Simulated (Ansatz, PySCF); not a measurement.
Spin states of O2Ti (SMILES [O]=[Ti]=[O]), each relaxed with B3LYP-D3(BJ)/def2-TZVP.
State 1 (charge 0, multiplicity 1):
```xyz
3

Ti     0.3570    -0.2962     0.3532
O      0.8362     0.3370    -1.0827
O     -1.2264     0.0066     0.6591
```
State 2 (charge 0, multiplicity 3):
```xyz
3

Ti     0.4594    -0.3341     0.3674
O      0.8033     0.3401    -1.0704
O     -1.2959     0.0414     0.6327
```

Singlets are restricted, other states unrestricted; no spin–orbit coupling, no relativity up to Kr; see below for the cores. The largest T1 diagnostic is 0.098.

Correlated levels freeze the inner cores; with def2 sets outer-core shells near the valence are correlated too.

Codes used: Ansatz (Gaussian orbitals); PySCF for the dispersion terms. Each number belongs to the level named beside it.

| level | energy of the multiplicity-3 state less that of the multiplicity-1 state (kcal/mol) |
|---|---|
| SVWN5/def2-TZVPP | 59.73 |
| BLYP/def2-TZVPP | 48.79 |
| B97M-V/def2-TZVPP | 46.44 |
| B3LYP-D3(BJ)/def2-TZVPP | 46.33 |
| BHLYP-D3(BJ)/def2-TZVPP | (withheld) |
| CAM-B3LYP-D4/def2-TZVPP | 45.81 |
| wB97X-V/def2-TZVPP | 49.23 |
| B2PLYP-D3(BJ)/def2-TZVPP | 59.74 |
| CCSD(T)/def2-SVP | (withheld) |

Q: Some entries are withheld; supply them.

A: 
- BHLYP-D3(BJ)/def2-TZVPP, energy of the multiplicity-3 state less that of the multiplicity-1 state (kcal/mol): 33.94
- CCSD(T)/def2-SVP, energy of the multiplicity-3 state less that of the multiplicity-1 state (kcal/mol): 52.36

Doubts at one or more of the structures used: T1 above 0.05 (CCSD(T)/def2-SVP).

Ansatz is a quantum-chemistry and plane-wave program.
